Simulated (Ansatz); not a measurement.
CH$_{6}$OSi$_{2}$ (`O[SiH]1C[SiH2]1`), 10 atoms. The species carries charge 0 and has multiplicity 1. All runs use 2 threads of an Arm Neoverse V2 on a shared host. Correlated methods freeze the cores.

Question: Give the basis size and wall time and peak host memory of each of these runs in Ansatz. RKS PBE0-D4/def2-TZVP frequencies; RKS PBE-QIDH (frozen core)/def2-TZVPP energy; RKS ωB97M-V/def2-QZVPP energy; RHF-CCSD(T)/def2-TZVPP energy; RKS r2SCAN0-D4/def2-TZVPP energy; RKS ωB97M-V/def2-TZVPP energy and forces; RHF-MP2/def2-QZVPP energy; RKS PBE0-D4/def2-TZVP relaxation (9 steps); RHF-CCSD(T)/def2-SVP energy; RKS B97M-V/def2-TZVPP energy; RKS PBE0-D4/def2-QZVPP energy; RKS ωB97M-V/def2-SVP energy. (Best estimate.)

Answer: Ansatz gave: Other jobs shared the machine, so times are rough.

```
                                level                   job  functions  wall time  peak host memory (GiB)
                 RHF-CCSD(T)/def2-SVP                energy         94      3.2 s                    0.41
                 RKS ωB97M-V/def2-SVP                energy         94      5.5 s                    0.41
            RKS r2SCAN0-D4/def2-TZVPP                energy        230      6.5 s                    0.53
RKS PBE-QIDH (frozen core)/def2-TZVPP                energy        230        7 s                    0.55
               RKS PBE0-D4/def2-QZVPP                energy        434       11 s                     1.3
                RKS B97M-V/def2-TZVPP                energy        230       12 s                    0.36
               RKS ωB97M-V/def2-TZVPP     energy and forces        230       14 s                    0.77
                   RHF-MP2/def2-QZVPP                energy        434       24 s                     2.4
               RKS ωB97M-V/def2-QZVPP                energy        434       25 s                     1.6
                RKS PBE0-D4/def2-TZVP  relaxation (9 steps)        172       34 s                    0.39
               RHF-CCSD(T)/def2-TZVPP                energy        230       89 s                     3.8
                RKS PBE0-D4/def2-TZVP           frequencies        172    2.3 min                    0.41
```
